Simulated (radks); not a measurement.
The numbers below are computed, except where a source is named.
Question: The mean radii <r> (bohr) of the occupied orbitals of an atom or ion are listed with their occupations. Level of theory: non-relativistic Kohn-Sham, LDA (Slater exchange, VWN5 correlation), spin-unpolarised, spherical densities, point nucleus (a radial shooting solver on a logarithmic mesh with Libxc functionals).

orbital  occ.      <r>
1s          2  0.02077
2s          2  0.08778
2p          6  0.07425
3s          2   0.2234
3p          6   0.2133
3d         10   0.1872
4s          2   0.4993
4p          6   0.5070
4d         10   0.5255
5s          1    1.181
5p          6    1.296
4f         14   0.6118
5d          2    1.713
6p          1    3.150

Name the element and its charge.

Answer: Z = 73, tantalum, charge +3: Ta3+ in [Kr] 4d10 4f14 5s1 5p6 5d2 6p1. The 1s radius gives Z: for a bare nucleus <r> = 1.5/Z, 0.02055 bohr for Z = 73, and screening makes it slightly larger (0.02077 here). The occupations add up to 70, and the charge is Z minus that.
